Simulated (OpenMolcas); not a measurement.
Computed levels of 4s2 4p2 in ions with 32 electrons, in cm-1 above 3P0.

```json
{
 "Program": "OpenMolcas 26.06",
 "Method": "SS-CASPT2, IPEA 0.25 Eh, imaginary shift 0.1 Eh",
 "Basis": "ANO-R2",
 "Scalar Hamiltonian": "X2C, finite nucleus",
 "Spin-orbit coupling": "RASSI with atomic mean-field integrals over the reference wave functions, term energies averaged over their components"
}
```

Active space for each ion: 4 electrons in 8 orbitals (4s 4p 5s 5p); closed shells correlated by CASPT2: 3d.

```
Level    As+   Br3+   Kr4+
  3P1    880   2250   3270
  3P2   2150   4980   6840
  1D2  10020  15940  19120
  1S0  22580  33660  39130
```

Task: Estimate 3P2, 1D2, 1S0 for Se2+ from its neighbours As+ and Br3+.

Result: 3P2 is fine structure, which grows about as the fourth power of a screened charge, so the fourth roots are averaged: ((2150^0.25 + 4980^0.25) / 2)^4 = 3345. The calculation gives 3450, so the estimate is off by -3.0 %; the measured value is 3937 (Moore, Atomic Energy Levels, vol. II, NSRDS-NBS 35 (1971 reprint of NBS Circular 467, 1952)).
1D2 is another term, which grows about linearly with the charge: (10020 + 15940) / 2 = 12980. The calculation gives 13070, so the estimate is off by -0.7 %; the measured value is 13032 (Moore, Atomic Energy Levels, vol. II, NSRDS-NBS 35 (1971 reprint of NBS Circular 467, 1952)).
1S0 is another term, which grows about linearly with the charge: (22580 + 33660) / 2 = 28120. The calculation gives 28390, so the estimate is off by -1.0 %.

CASPT2 does not keep the components of a term degenerate, so their means are used; among the terms shown or strongly mixed into the levels shown the widest spread is 48 cm-1 (4s2 4p2 1D, Se2+). Over all roots computed the reference weight is 0.84 to 0.96 in As+, 0.83 to 0.96 in Se2+, 0.84 to 0.97 in Br3+, 0.85 to 0.97 in Kr4+; the roots of lowest weight are the least certain, and an intruder state may touch them. Terms from blocks run as CI alone lack orbitals of their own (holds for As+). The run also gave levels led by 4s 4p2 5s, 4s2 4p 5p, which use shells meant for correlation; these and all levels above them are left out (holds for As+). Active for correlation alone: 5p 5s; no level in the range computed is led by a configuration that fills them, so any true level of that kind is missing (holds for Se2+; Br3+; Kr4+). Computed and measured levels are paired by configuration, term and J; levels that our copy of the source lacks, or whose pairing is in doubt (as where it misses far off the trend of its configuration), stay unpaired and out of the deviations. Only configurations of the active space appear.
